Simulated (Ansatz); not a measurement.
`[SiH3]C(Cl)I` → `ClCI` + `[SiH2]` at 298.15 K and 1 bar (silylene formation by 1,1-elimination).

Calculated with Ansatz (gas phase, PBE0-D4/def2-TZVP geometries, no zero-point term in ΔE). CCSD(T)/CBS adds triple-zeta CCSD(T) − MP2 to the extrapolated MP2 energy (def2 sets, frozen cores). This one scheme is used for every species. def2 core potentials past Kr. For I outer-core shells are correlated without core-valence functions, which leaves a few kJ/mol of doubt a bond.

```csv
species,CCSD(T)/CBS energy (Eh),H − E (kJ/mol),S (J/(mol·K))
`[SiH3]C(Cl)I`,-1086.74423,131.7,346.7
`ClCI`,-796.46468,87.0,295.6
`[SiH2]`,-290.19011,40.6,207.5
```

H − E and S are ideal-gas, rigid-rotor, harmonic terms from PBE0-D4/def2-TZVP, for one conformer and one mirror image of each species. 1 Eh = 2625.50 kJ/mol, R = 8.31446 J/(mol·K).

Q: By hand: ΔE, ΔH, ΔS and ΔG.

A: ΔE = (-796.46468) + (-290.19011) − (-1086.74423) = 0.08944 Eh = 234.8 kJ/mol. Δ(H − E) = 87.0 + 40.6 − 131.7 = -4.1, so ΔH = 230.7 kJ/mol. ΔS = 295.6 + 207.5 − 346.7 = 156.4 J/(mol·K). ΔG = 230.7 − 298.15 × (156.4)/1000 = 184.1 kJ/mol.

Q: By hand: the equilibrium constant, and the temperature at which ΔG would vanish if ΔH and ΔS stayed fixed.

A: log₁₀ K = −ΔG/(RT ln 10) = -32.3. ΔG = 0 at ΔH/ΔS = 1475 K.

The number of gas molecules changes by +1, which sets the sign of ΔS. A doubt of 5 kJ/mol in ΔE shifts log₁₀ K by 0.9 here. Other conformers and mirror images would add mixing entropy, several J/(mol·K) or more a flexible species. These are equilibria of isolated gas molecules and say nothing of rates. Largest T1 diagnostic: 0.014 (customary marks: 0.02 for closed shells, 0.045 for open ones).
